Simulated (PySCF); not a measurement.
Numbering as in the mapped SMILES `[CH3:1][Si:2]([CH3:3])([CH3:4])[c:5]1[cH:6][cH:7][cH:8][n:9][cH:10]1`. Each H is labelled by its parent atom.

PySCF 2.14 calculation with structure optimised with PBE0-D3(BJ)/def2-SVP and NMR shieldings at PBE0/pcSseg-1/GIAO; in vacuum, relativity neglected, one conformer, rapidly exchanging positions averaged.

Scale: TMS for ¹³C (184.41 ppm), ¹H (31.27 ppm), ²⁹Si (351.99 ppm); NH3 for ¹⁵N (265.67 ppm) (reference shieldings calculated alike).

```
            atoms  nucleus  count  δ (ppm)
            H(C6)       ¹H      1        ?
           H(C10)       ¹H      1     8.86
               C5      ¹³C      1    139.1
               C6      ¹³C      1    146.0
            H(C8)       ¹H      1     8.70
              C10      ¹³C      1    161.1
            H(C7)       ¹H      1     7.13
               N9      ¹⁵N      1        ?
               C8      ¹³C      1    155.8
         C1/C3/C4      ¹³C      3        ?
              Si2     ²⁹Si      1     -4.1
H(C1)/H(C3)/H(C4)       ¹H      9     0.29
               C7      ¹³C      1        ?
```

Estimate the values marked ?.

## Answers


- C7: 127.8 ppm, aromatic CH; the aromatic region
- C1/C3/C4: -0.9 ppm, methyl carbon bonded to Si; an electropositive neighbour leaves it electron-rich and shielded
- H(C6): 7.70 ppm, hydrogen on an aromatic CH; it sits in the deshielding region of the aromatic ring current
- N9: 359.3 ppm, pyridine-type ring nitrogen

Shifts are as computed. Against solution values, carbons near 30 ppm lie about +2 ppm off and those near 130 ppm about +5 ppm. Of 1211 compounds with measured shifts, 218 miss one by over three times the rms of a fit or turn the order of signals round; such compounds aren't used in these exercises. Experimental scales use liquid or dissolved standards, which lie at an offset from isolated NH3 (liquid NH3: subtract about 20 ppm). Unscaled 15N shifts of sp2 nitrogen come out 20 to 40 ppm too high even then.
